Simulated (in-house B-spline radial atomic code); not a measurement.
A run on an ion of nuclear charge 69 with 69.5 electrons that did not converge. Method: scalar-relativistic (X2C) LDA exchange-only, spin-polarised, spherical fractional occupations, Fermi nucleus of rms radius 5.2256 fm; computed with a B-spline radial code for spherical atoms.

Command:
```bash
python run_scf.py task.json out
```
Settings (nuclear radius in fm, mass in u):
```
Z                69
configuration    [Xe] 4f13.5 6s2
hamiltonian      x2c
method           lda,
spin_polarised   True
nucleus          fermi
rms_radius       5.2256
atomic_mass      168.93422
speed_of_light   137.035999084
```

First and last ten iterations of the last attempt (damped for 15 steps, keeping 80 % of the old Fock matrix, then DIIS):
```
 iter        energy (Eh)    residual
    1      -13549.503604    3.41e-01
    2      -13440.778908    1.01e+00
    3      -13543.289365    4.90e-01
    4      -13549.275770    1.92e-01
    5      -13550.796007    6.25e-02
    6      -13551.025132    3.98e-02
    7      -13551.075906    2.92e-02
    8      -13551.103755    2.09e-02
    9      -13551.120456    1.45e-02
   10      -13529.702007    4.55e-01
  111      -13452.609897    8.78e-01
  112      -13452.796348    8.76e-01
  113      -13452.085931    8.84e-01
  114      -13452.222461    8.83e-01
  115      -13452.290256    8.83e-01
  116      -13452.400430    8.83e-01
  117      -13452.489110    8.83e-01
  118      -13452.407259    8.83e-01
  119      -13452.107715    8.85e-01
  120      -13550.397345    1.12e-01
 not converged after 120 iterations
```

The smallest residual met was 1.5e-02; the threshold is about 7e-07. No energy from this run should be used. The likely cause: this method binds the added charge weakly or not at all at the basis-set limit, so charge moves back and forth between the atom and the box. Time taken, with all properties: 2.5 s on 1 thread of Arm Neoverse V2, on a shared host.
